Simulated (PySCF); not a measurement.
Structure elucidation problem

Molecular formula: C₄H₆Cl₄OSi. Simulated spectra:

1H NMR (400 MHz, computed): δ 4.36 (s, 2H), 4.32 (t, 2H), 3.22 (t, 2H).

13C{1H} NMR (computed): δ 233.2 (C), 118.1 (C), 78.0 (CH2), 30.2 (CH2).

[PySCF 2.14: PBE0/pcSseg-1 with gauge-including orbitals; structure optimised with GFN2-xTB; one averaged value for each set of equivalent atoms; one conformer; no solvent model; non-relativistic Hamiltonian]

References, each an isolated molecule treated in the same way: TMS for 1H, 13C.

**Question.** Propose a structure and justify it.

**Answer.** 
The formula gives 1 degree of unsaturation (no ring in the answer). 4 carbon signals for 4 carbons: no two carbons are equivalent. Carbon types of the structure: 2 × C, 2 × CH2, leaving 2 H on heteroatoms. δC 233.2: carbonyl carbon. δC 118.1: fully substituted sp3 carbon bonded to 3 Cl; 3 electronegative neighbours deshield it. δC 78.0: sp3 CH2 α to a carbonyl. δC 30.2: sp3 CH2 bonded to Cl and Si; pulled downfield by the heteroatom. δH 4.36: hydrogen on an sp3 CH2 α to a carbonyl. δH 4.32: hydrogen on a silicon bonded to 2 C. δH 3.22: hydrogen on an sp3 CH2 bonded to Cl and Si; its carbon carries Cl, hence the downfield position.

These data were computed for `InChI=1S/C4H6Cl4OSi/c5-2-10-3(9)1-4(6,7)8/h1-2,10H2`.

The shifts were computed for this structure.

Carbons that carry Cl, above all several Cl atoms, come out too deshielded, partly because spin–orbit coupling is missing. Shifts are as computed. Against solution values, carbons near 30 ppm lie about +3 ppm off and those near 130 ppm about +5 ppm; carbons on Cl a further +6 ppm. Of 1211 compounds with measured shifts, 218 miss one by over three times the rms of a fit or turn the order of signals round; such compounds aren't used in these exercises. No couplings were computed; multiplicities are counted from neighbouring protons, with m where these are inequivalent, close in shift, in a saturated or five-membered ring or joined by F or P, and br s for small geminal =CH2 splittings.
